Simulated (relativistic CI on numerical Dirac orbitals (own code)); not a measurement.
Radial Dirac CI calculation of Ga5+.

Command:

```sh
python run_levels.py task.json out
```

Input:

```
atom Ga  Z=31  charge=5  electrons=26
nucleus A=69  rms_radius_fm=3.9973
hamiltonian dirac-coulomb  breit=on  qed=on  c_scale=1
orbitals kli  potential=per-configuration
slater_scale 1
correlation none
mixing on
grid step=0.0125 r_max=24.8
scf mixing=0.4 start=green max_iterations=150 tolerance=2e-08 node_fill=0.05
configurations
  [Ar] 3d8
  [Ar] 3d7 4s
  [Ar] 3d7 4p
  [Ne] 3s2 3p5 3d9
  [Ar] 3d7 4d
end
```

Output:

```
SCF 1: [Ar] 3d8
 iter      energy (Ha)   residual   last orbital (Ha)
    1     -1911.867325   2.74e+00     -9.97449
    2     -1931.667250   1.12e+00     -6.20576
    3     -1934.989080   1.39e-01     -4.17228
    4     -1935.144649   1.26e-01     -4.48271
    5     -1935.180813   2.19e-02     -4.28594
    6     -1935.181766   1.03e-03     -4.25034
    7     -1935.181734   5.83e-04     -4.24643
    8     -1935.181765   1.95e-05     -4.24739
    9     -1935.181766   1.01e-05     -4.24744
   10     -1935.181766   6.97e-08     -4.24742
   11     -1935.181766   2.22e-08     -4.24742
   12     -1935.181766   1.71e-11     -4.24742
SCF 2: [Ar] 3d7 4s
 iter      energy (Ha)   residual   last orbital (Ha)
    1     -1913.903167   2.64e+00     -4.34014
    2     -1930.605045   1.11e+00     -3.40573
    3     -1933.655299   1.19e-01     -2.83466
    4     -1933.764659   1.11e-01     -2.84329
    5     -1933.789492   2.12e-02     -2.76981
    6     -1933.789852   8.54e-04     -2.76096
    7     -1933.789866   1.00e-03     -2.75946
    8     -1933.789921   6.87e-05     -2.75977
    9     -1933.789919   1.56e-05     -2.75976
   10     -1933.789919   1.00e-06     -2.75974
   11     -1933.789918   2.40e-08     -2.75974
   12     -1933.789918   1.81e-10     -2.75974
SCF 3: [Ar] 3d7 4p
 iter      energy (Ha)   residual   last orbital (Ha)
    1     -1913.390474   2.65e+00     -3.73526
    2     -1930.162922   1.10e+00     -2.86119
    3     -1933.203538   1.19e-01     -2.36242
    4     -1933.310627   1.05e-01     -2.36569
      ... 19 steps not shown
SCF 5: [Ar] 3d7 4d
 iter      energy (Ha)   residual   last orbital (Ha)
    1     -1912.702922   2.65e+00     -2.76143
    2     -1929.540557   1.10e+00     -2.03792
    3     -1932.550700   1.18e-01     -1.67862
    4     -1932.654743   9.13e-02     -1.68223
    5     -1932.669861   1.34e-02     -1.64113
    6     -1932.669727   6.45e-04     -1.63792
    7     -1932.669722   8.55e-04     -1.63662
    8     -1932.669779   9.49e-05     -1.63675
    9     -1932.669775   2.22e-05     -1.63673
   10     -1932.669774   1.23e-06     -1.63673
   11     -1932.669774   2.33e-07     -1.63673
   12     -1932.669774   3.76e-10     -1.63673
orbital energies (Ha): 2s -50.0956  2p1/2 -44.7643  2p3/2 -43.7504  3s -9.1030  3p1/2 -7.3594  3p3/2 -7.2209  3d3/2 -4.2674  3d5/2 -4.2474
configuration averages (Ha): Dirac-Coulomb, Breit, QED
  3p6 3d8                      -1935.181766    0.850862    0.572273
  3p6 3d7 4s                   -1933.789918    0.851790    0.573178
  3p6 3d7 4p                   -1933.332993    0.851805    0.572501
  3p5 3d9                      -1931.854698    0.845868    0.572240
  3p6 3d7 4d                   -1932.669774    0.851027    0.572494
levels: no., configuration, term, J, E (cm-1), weight
   1 3p6 3d8                3F   4                0.0  1.00
   2 3p6 3d8                3F   3             3136.8  1.00
   3 3p6 3d8                3F   2             5149.6  0.99
   4 3p6 3d8                1D   2            24351.2  0.77
   5 3p6 3d8                3P   2            29600.8  0.78
   6 3p6 3d8                3P   1            30104.6  1.00
   7 3p6 3d8                3P   0            30627.4  0.99
   8 3p6 3d8                1G   4            37672.0  1.00
   9 3p6 3d8                1S   0            90080.0  1.00
  10 3p6 3d7 4s             5F   5           282264.0  0.99
  11 3p6 3d7 4s             5F   4           284396.8  0.99
  12 3p6 3d7 4s             5F   3           286079.9  0.99
  13 3p6 3d7 4s             5F   2           287294.0  0.99
  14 3p6 3d7 4s             5F   1           288078.8  0.99
lowest total energy -1933.847941 Ha
end: converged
```
